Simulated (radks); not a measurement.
Question: These are the eigenvalues of the occupied orbitals of an atom or ion with whole-number occupations (eV). Calculated with a radial shooting solver on a logarithmic mesh with Libxc functionals: Dirac Kohn-Sham, BLYP, spin-unpolarised, spherical densities, finite nucleus; Fermi nuclear charge, rms radius of each element as measured or else 0.836 A^(1/3) + 0.57 fm.

orbital  eigenvalue
1s1/2     -90980.07
2s1/2     -16752.08
2p1/2     -16125.61
2p3/2     -13804.07
3s1/2     -4418.707
3p1/2     -4133.757
3p3/2     -3612.987
3d3/2     -3143.428
3d5/2     -3032.794
4s1/2     -1386.739
4p1/2     -1262.082
4p3/2     -1132.039
4d3/2     -928.1758
4d5/2     -903.5627
4f5/2     -637.8655
4f7/2     -631.9657
5s1/2     -600.9060

Which element is it, and in what charge state? The configuration may be excited. Open shells, if any, fill j = l - 1/2 first.

Answer: Z = 83, bismuth, charge +21: Bi21+ in [Kr] 4d10 4f14 5s2. The list shows which subshells hold electrons but not how many an open one holds; the 1s level, -3343.5 hartree, gives Z - s = 81.8 by -(Z - s)^2/2, which with screening and relativity narrows Z to a few neighbours, and the depths of the outer levels then fix element, charge and occupations together.
